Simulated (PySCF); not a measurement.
Two species compared at the same levels of theory.

First species: C3H14OSi4.
SMILES: `C[SiH2][SiH]([SiH2]C)[SiH2]C=O`

Second species: C6H12N2Si.
SMILES: `C#CCN(C)C(=C)[SiH2]N`

Levels: PBE0/pcSseg-1 for dipole moment, HOMO energy, LUMO energy and HOMO–LUMO gap; GFN2-xTB for rotational constant A and rotational constant C. Geometries: GFN2-xTB. Each species is one conformer at its optimised geometry, gas phase, non-relativistic unless stated. Electronic properties by PySCF.

The conformers computed, where there is a choice (atom-mapped SMILES and torsion angles):
- `[CH3:1][SiH2:2][SiH:3]([SiH2:4][CH3:5])[SiH2:6][CH:7]=[O:8]`: C1–Si2–Si3–Si4 98°, Si2–Si3–Si4–C5 35°, Si2–Si3–Si6–C7 -54°, Si3–Si6–C7–O8 4°
- `[CH:1]#[C:2][CH2:3][N:4]([CH3:5])[C:6](=[CH2:7])[SiH2:8][NH2:9]`: C2–C3–N4–C5 78°, C3–N4–C6–C7 -154°, N4–C6–Si8–N9 162°, H–N9–Si8–C6 171°, H–N9–Si8–C6 -52°

Values for the first species:

```
Dipole moment         : 1.18 D
HOMO energy           : -7.09 eV
LUMO energy           : -1.57 eV
HOMO–LUMO gap         : 5.52 eV
Rotational constant A : 0.902 GHz
Rotational constant C : 0.585 GHz
```

Problem. Estimate the same properties for the second species, and the change in each.

Solution. 
```csv
property,first,second,second less first
dipole moment,1.18 D,0.73 D,-0.45 D
HOMO energy,-7.09 eV,-5.71 eV,+1.38 eV
LUMO energy,-1.57 eV,0.27 eV,+1.84 eV
HOMO–LUMO gap,5.52 eV,5.98 eV,+0.46 eV
rotational constant A,0.902 GHz,2.081 GHz,+1.179 GHz
rotational constant C,0.585 GHz,0.669 GHz,+0.084 GHz
```

On the first: In atomic units the dipole is 0.46 e·bohr (1 au = 2.5417 D).

On the second: In atomic units the dipole is 0.29 e·bohr (1 au = 2.5417 D).
